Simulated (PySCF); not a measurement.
AlBGeH5 (calculated)

Calculation on a computer-drawn molecule: optimised geometry and harmonic frequencies of an isolated molecule of the commonest isotopes, restricted reference for singlets and unrestricted otherwise, frozen core in MP2; on germanium a core potential holds 10 electrons, which the energies leave out, and 3d is frozen in MP2 and coupled-cluster steps. Program: PySCF 2.14.0.

Entry: AlBGeH5

Start structure:
```xyz
8
AlBGeH5
B      0.1366    -1.4816     1.9937
Al    -0.4333    -0.3905     0.1215
Ge    -1.1069     1.8564     0.4053
H      0.3802    -2.6801     1.8595
H      0.2366    -0.9607    -1.1236
H     -1.0517     2.5883    -0.8264
H     -0.1942     2.4513     1.6312
H     -2.6198     1.7806     0.7997
```

- charge: 0
- multiplicity: 2
- method: HF
- basis: cc-pV(D+d)Z
- basis and core potential on germanium: cc-pVDZ-PP ECP10MDF

Drawn bonds:
```csv
atom,other atom,order
1,2,1
2,3,1
1,4,1
2,5,1
3,6,1
3,7,1
3,8,1
```

Questions
1. Give the missing rotational constants for AlBGeH5.
2. Estimate the total energy of AlBGeH5.

Answers
1. 16, 2.05, 1.858 GHz
2. -562.8044 hartree

Further results for AlBGeH5:

- spin squared: 0.7587
- convergence status largest gradient component: 4.743e-06 hartree/bohr

Optimised structure:
```xyz
8
AlBGeH5
B      0.3849    -1.6746     1.5574
Al    -0.3956    -0.5451     0.0316
Ge    -1.1120     1.8160     0.4839
H      0.8350    -2.3129     2.4549
H     -0.5282    -1.1948    -1.4046
H     -0.3404     2.8197    -0.3901
H     -0.8902     2.2329     1.9475
H     -2.6061     2.0225     0.1804
```

Modes:
```csv
frequency (cm⁻¹),reduced mass (dalton)
51.03,1.153
115.4,3.6
309.3,1.299
316.8,8.216
359.7,1.034
424.6,1.097
486.9,1.185
596.5,1.153
681,4.847
745.7,1.342
889.7,1.046
968.8,1.018
969.6,1.018
1978,1.042
2179,1.023
2181,1.023
2195,1.012
2817,1.1
```
